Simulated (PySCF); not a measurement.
CH8SSi2, SMILES C[SiH2]S[SiH3].

Geometry optimised at B3LYP-D3(BJ)/def2-SVP. The values are those of a single conformer.

Method: SMD-B3LYP/def2-SVP in PySCF.

Solvation free energies are E(SMD) − E(gas) at the gas-phase geometry, for 1 M in both phases. In vacuum the dipole moment is 1.64 D.

```tsv
solvent	ΔG(solv) (kcal/mol)	its non-electrostatic (CDS) part	dipole (D)
water	1.9	3.8	2.22
methanol	-2.4	-0.6	2.21
ethanol	-2.5	-0.7	2.20
```
